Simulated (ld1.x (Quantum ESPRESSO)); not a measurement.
Logarithmic derivatives: Te, PAW

```
Element                 : Te (Z = 52)
Generator               : ld1.x (Quantum ESPRESSO) 7.5
Type                    : PAW
Functional              : PBEsol
Relativity              : scalar-relativistic
Frozen core             : [Ar] 3d10
Valence charge          : 24
Reference configuration : 4s2 4p6 4d10 5s2 5p4
Partial waves           : 4s (bound): rcut 1.00, rcutus 1.05 bohr; 5s (bound): rcut 1.00, rcutus 1.05 bohr; 4p (bound): rcut 1.05, rcutus 1.35 bohr; 5p (bound): rcut 1.05, rcutus 1.35 bohr; 4d (bound): rcut 1.05, rcutus 1.25 bohr; 4d channel at -2.15 Ry: rcut 1.05, rcutus 1.25 bohr
Local potential         : all-electron potential smoothed inside 1.05 bohr (lloc = -1)
Core correction         : a·sin(br)/r model core, default radius (core density twice the valence density)
Augmentation charge     : BESSEL, radius 0.85 bohr
```

The phase is arctan(r·u′/u) with u = r·R(r), unwrapped; energies in Ry, scanned from -14 to 5 Ry. A pole is an energy at which the radial function vanishes at the test radius. The pseudo phase is shifted by a multiple of π to meet the all-electron one at the reference energy, and phase errors are pseudo minus all-electron; the curves can meet again beyond the range given. Levels narrower than the energy grid can be missing from the lists of poles.

```csv
channel,radius (bohr),reference energy (Ry),"poles, all-electron","poles, pseudo",unbroken range about the reference energy with phases within 0.05 rad,phase error 1 Ry above the reference energy (rad)
s,1.50,-1.11,-11.67,-11.67,the whole range,-0.000
p,1.50,-0.44,-7.73,-7.73,the whole range,-0.000
d,1.50,-3.06,-1.68,-1.68,the whole range,+0.000
```

The ghost test of this file was not conclusive. Its overlap operator is not positive definite in a basis up to 400 Ry (lowest eigenvalue p -0.07), so the file is unfit for use: the generalised eigenproblem breaks down once the basis is large enough, and its test numbers describe a broken file.

Phases in the s channel:

```csv
E (Ry),all-electron,pseudo
-14.00,1.280,1.280
-13.52,1.234,1.234
-13.04,1.124,1.123
-12.56,0.544,0.544
-12.08,-1.331,-1.330
-11.60,-1.589,-1.589
-11.12,-1.666,-1.666
-10.64,-1.705,-1.705
-10.16,-1.730,-1.730
-9.68,-1.749,-1.749
-9.20,-1.765,-1.765
-8.72,-1.780,-1.780
-8.24,-1.793,-1.793
-7.76,-1.807,-1.807
-7.28,-1.821,-1.821
-6.80,-1.836,-1.836
-6.32,-1.851,-1.851
-5.84,-1.868,-1.868
-5.36,-1.887,-1.887
-4.88,-1.909,-1.909
-4.40,-1.933,-1.933
-3.92,-1.962,-1.962
-3.44,-1.995,-1.995
-2.96,-2.036,-2.036
-2.48,-2.086,-2.086
-2.00,-2.148,-2.148
-1.52,-2.230,-2.230
-1.04,-2.337,-2.337
-0.56,-2.483,-2.483
-0.08,-2.681,-2.682
0.40,-2.942,-2.943
0.88,-3.251,-3.254
1.36,-3.558,-3.562
1.84,-3.816,-3.820
2.32,-4.011,-4.016
2.80,-4.154,-4.159
3.28,-4.260,-4.265
3.76,-4.340,-4.346
4.24,-4.402,-4.408
4.72,-4.451,-4.457
```
